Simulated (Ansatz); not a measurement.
Cl₂ (SMILES ClCl), singlet, at a GFN2-xTB geometry; PBE0/cc-pVTZ (Ansatz, a quantum-chemistry and plane-wave program).

Here is a job for Ansatz.
Ansatz 0.2 input:
```yaml
crystal:
  periodic: [false, false, false]
  atoms:
    - {symbol: Cl, position_ang: [-0.00000000, -0.00000000, -1.00842595]}
    - {symbol: Cl, position_ang: [0.00000000, 0.00000000, 1.00842595]}
basis:
  gaussian:
    orbitals: cc-pVTZ
hamiltonian:
  xc: pbe0
accuracy: high
```

What the program printed (banner, timings and long lists left out):

```
Functional definition: PBE0
929 factors; integrals over basis functions are off by at most 3.9e-9 eV
mean field evaluation 1: about -25037.0737 eV, gradient 7.4e0 eV
mean field evaluation 2: about -25037.1438 eV, gradient 4.4e0 eV
mean field evaluation 4: about -25037.1853 eV, gradient 1.7e-1 eV
mean field evaluation 8: about -25037.2657 eV, gradient 1.5e-2 eV
mean field evaluation 16: about -25037.2657 eV, gradient 8.1e-8 eV
mean field -25037.26571375 eV, -920.1025441122 hartree, gradient 5.9e-8 eV, S^2 0.000000; 0 other end points of the search recorded, 0 dependent functions left out
reference -25037.26571517 eV, -920.1025441643 hartree; 17, 17 occupied and 51, 51 virtual orbitals, 929 factors
Total energy: -25037.26571517 eV, -920.1025441643 hartree
```
